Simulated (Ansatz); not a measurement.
Mg₂O₂⁻ (the lowest doublet isomer of a short search). Charge -1, multiplicity 2. Geometry B3LYP-D4/def2-TZVPD, basis def2-TZVPD, Ansatz.

Cartesian coordinates in Å:
```
Mg -0.254 1.050 -0.590
Mg 0.254 -1.050 0.590
O -1.300 0.029 0.611
O 1.300 -0.029 -0.611
```

```tsv
run	HOMO (eV)	LUMO (eV)
A	-0.90	2.62
B	-0.58	2.16
C	0.36	1.17
D	0.16	1.51
E	0.03	1.52
```

B3LYP takes the VWN-RPA correlation. The structure comes from a short search, and lower isomers may exist.

HOMO and LUMO are taken over both spins.

Task: The runs used B3LYP, CAM-B3LYP, PBE0, r2SCAN, ωB97M-V. Estimate which is which.

Result: A ωB97M-V (range-separated); B CAM-B3LYP (range-separated); C r2SCAN (0 % exact exchange); D B3LYP (20 % exact exchange); E PBE0 (25 % exact exchange). Exact exchange lowers occupied and raises empty levels; among semilocal functionals meta-GGAs tend to open the gap a little, and such runs are hard to tell apart. The gap grows from 0.81 eV (r2SCAN) to 3.52 eV (ωB97M-V). At r2SCAN-D4/def2-TZVPD, B3LYP-D4/def2-TZVPD, PBE0-D4/def2-TZVPD the highest occupied level of the charge -1 doublet lies above zero (up to 0.36 eV). By energy differences its removal costs 1.39 eV (vertical, to the charge 0 singlet, at r2SCAN-D4/def2-TZVPD); a positive level beside a positive removal energy at the same level points to self-interaction error.
